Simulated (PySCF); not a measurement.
Isomers of C8H9B, from PySCF 2.14.0, PBE0-D3(BJ)/def2-SVP geometry optimisation, gas phase. One conformer each, no zero-point energy, no frequencies.

Question: Which is lowest in electronic energy at this level?
A. `C#C/C=C/C#CB(C)C`: A = 6293, B = 473.4, C = 445.6 MHz, dipole 0.35 D
B. `C(B(C)C)#C/C=C\C#C`: A = 2883, B = 741.3, C = 594.1 MHz, dipole 0.59 D
C. `[CH2:1]=[CH:2][C:3]1=[CH:4][CH:5]=[CH:6][BH:7][CH:8]=[CH:9]1` with C1–C2–C3–C4 -175°: A = 3406, B = 1201, C = 888.6 MHz, dipole 2.39 D

Answer: C. That is `C=CC1=CC=CBC=C1`, 50.3 kcal/mol below the next.

```
          SMILES                                                 mapped SMILES      E (Eh)  relative (kcal/mol)  relative (kJ/mol)  dipole (D)
 C=CC1=CC=CBC=C1  [CH2:1]=[CH:2][C:3]1=[CH:4][CH:5]=[CH:6][BH:7][CH:8]=[CH:9]1  -334.42624                  0.0                0.0        2.39
C#C/C=C/C#CB(C)C   [CH:1]#[C:2]/[CH:3]=[CH:4]/[C:5]#[C:6][B:7]([CH3:8])[CH3:9]  -334.34609                 50.3              210.4        0.35
C#C/C=C\C#CB(C)C   [CH:1]#[C:2]/[CH:3]=[CH:4]\[C:5]#[C:6][B:7]([CH3:8])[CH3:9]  -334.34552                 50.7              211.9        0.59
```
